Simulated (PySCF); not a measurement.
# Bond curve of CdC⁺

Set-up: basis Cd cc-pVDZ-PP with ECP28, C cc-pVDZ; scalar-relativistic core potentials; PySCF 2.14. Energies in eV from Cd⁺ + C in their ground configurations at the same level. All curves are PBE0. state 1: ²Π (doublet), unpaired electrons π ↑; state 2: ⁴Σ⁻ (quartet), unpaired electrons σ ↑, π ↑↑, a second solution, started from another occupation; state 3: Ms = 0.5 determinant of mixed spin (⟨S²⟩ near 1.8), unpaired electrons σ ↓, π ↑↑, a second solution, started from another occupation; state 4: Ms = 0.5 determinant of mixed spin (⟨S²⟩ near 1.8), unpaired electrons σ ↑, π ↑↓, a mixture of terms (⟨Lz²⟩ = 2.0), a second solution, started from another occupation.

```csv
R (Å),state 1,state 2,state 3,state 4
1.955,-0.930,-0.9000,-0.0607,-0.0240
2.046,-1.178,-0.9789,-0.1895,-0.1231
2.137,-1.309,-0.9564,-0.2318,-0.1293
2.205,-1.353,-0.8990,-0.2308,-0.0980
2.273,-1.363,-0.8222,-0.2145,-0.0501
2.341,-1.350,-0.7361,-0.1906,0.0054
2.432,-1.309,-0.6184,-0.1551,0.0817
2.546,-1.234,-0.4810,-0.1130,0.1699
2.682,-1.129,-0.3422,-0.0713,0.2573
2.864,-0.985,-0.2050,-0.0312,0.3420
```

Task: Put a parabola through the three lowest points of the state 1 curve and estimate Re, k and ωe (reduced mass 10.86 u; 1 eV/Å² = 0.16022 mdyn/Å; ωe = 1302.8·√(k/μ) cm⁻¹).

Result: Through R = 2.205, 2.273, 2.341 Å the second-order coefficient is 2.49 eV/Å², so Re ≈ 2.269 Å, k ≈ 0.797 mdyn/Å and ωe ≈ 353 cm⁻¹. A polynomial fit of higher order to the unrounded PBE0 energies gives Re = 2.266 Å, k = 0.835 mdyn/Å, ωe = 361 cm⁻¹; anharmonicity and rounding make the difference.

The higher-order fit for each curve: state 1: Re = 2.266 Å, ωe = 361 cm⁻¹, De = 1.36 eV; state 2: Re = 2.065 Å, ωe = 523 cm⁻¹, minimum 0.98 eV below the ground-state fragments; state 3: Re = 2.166 Å, ωe = 335 cm⁻¹, minimum 0.234 eV below the ground-state fragments; state 4: Re = 2.097 Å, ωe = 450 cm⁻¹, minimum 0.135 eV below the ground-state fragments.

⟨S²⟩ of the unrestricted solution departs from its pure value on part of the curve, where spin states mix. Spin–orbit coupling is left out. For an ion De counts to the pair picked by the measured ionisation energies or electron affinities, which need not be the lowest pair at this level. The state is the lowest determinant that a PBE0 search found; another state may lie lower at other levels.
